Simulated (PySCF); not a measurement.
# How the method changes the shape and vibrations of AlClFH2 anion

These are calculations, not measurements. The program is PySCF 2.14.0, an open-source quantum chemistry code, run on an isolated molecule that a program drew, which may never have been made. The molecule is AlClFH2 anion (charge -1, singlet), drawn as the SMILES string `[F][AlH2-][Cl]`.

The geometry was optimised and harmonic frequencies were computed with HF and MP2, all in the aug-cc-pV(D+d)Z basis, for the commonest isotopes, with a restricted reference for singlets and an unrestricted one otherwise, and a frozen core in MP2. Each result is a local minimum of its method.

Geometry at the HF minimum:
```xyz
5
AlClFH2 anion, angstrom
F    -0.3325   -2.0944   -0.1648
Al    1.3359   -2.2072    0.0860
Cl    1.8632   -4.4042   -0.0553
H     2.1287   -1.4374   -1.0880
H     1.7104   -1.7092    1.5731
```

Lengths of the bonds as drawn, in Å (atoms numbered as above):
```
   bond     HF    MP2
 F1-Al2  1.691  1.726
Al2-Cl3  2.264  2.262
 Al2-H4  1.612  1.612
 Al2-H5  1.612  1.612
```

Rotational constants, in GHz:
```
constant     HF    MP2
       A  17.09  16.77
       B  3.482  3.441
       C  3.021  2.981
```

Harmonic frequencies in cm^-1, each column in rising order, so a row needn't be the same motion in every method:
```
rank,HF,MP2
1,199,187
2,384,385
3,550,525
4,606,577
5,727,?
6,794,759
7,840,804
8,1792,1786
9,1849,1828
```

**Estimate the missing MP2 frequency from the HF column.**

A single factor s that minimises the squared misfit of MP2 against s times HF over the other rows is sum(HF x MP2) / sum(HF^2) = 0.9840, with an rms misfit of 17 cm^-1. For rank 5 it gives 0.9840 x 727 = 715 cm^-1. The calculation gives 677 cm^-1, 38 cm^-1 below the estimate. The drawn bonds are on average 0.5 % longer in MP2 than in HF.
